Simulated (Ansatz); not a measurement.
H2Be, charge +1, doublet, geometry from GFN2-xTB (such geometries of metal compounds can be far from the true shape) (a state made from the parent by changing its charge; the spin is typed, not shown lowest); BLYP/STO-3G (Ansatz, an electronic-structure program).

Here is a job for Ansatz.
Ansatz 0.2 input:
```yaml
crystal:
  periodic: [false, false, false]
  atoms:
    - {symbol: Be, position_ang: [0.00000000, 0.00000000, 0.00000000]}
    - {symbol: H, position_ang: [0.00000000, 0.00000000, 1.36263112]}
    - {symbol: H, position_ang: [-0.00000000, -0.00000000, -1.36263112]}
basis:
  gaussian:
    orbitals: STO-3G
hamiltonian:
  xc: blyp
total_charge: 1
magnetization: {spin_polarized: true, initial_magnetization: 1}
```

The log (banner, timings and long lists left out):

```
Functional definition: BLYP
78 factors; integrals over basis functions are off by at most 1.9e-3 eV
mean field evaluation 1: about -415.4274 eV, gradient 2.5e0 eV
mean field evaluation 2: about -415.4856 eV, gradient 1.1e0 eV
mean field evaluation 4: about -415.4752 eV, gradient 9.6e-2 eV
mean field evaluation 8: about -415.4754 eV, gradient 2.5e-4 eV
mean field evaluation 16: about -414.8185 eV, gradient 1.8e-5 eV
mean field -415.47541663 eV, -15.2684399418 hartree, gradient 4.2e-7 eV, S^2 0.757704; 2 other end points of the search recorded, 0 dependent functions left out
reference -415.47561374 eV, -15.2684471853 hartree; 3, 2 occupied and 4, 5 virtual orbitals, 78 factors
Total energy: -415.47561374 eV, -15.2684471853 hartree
```
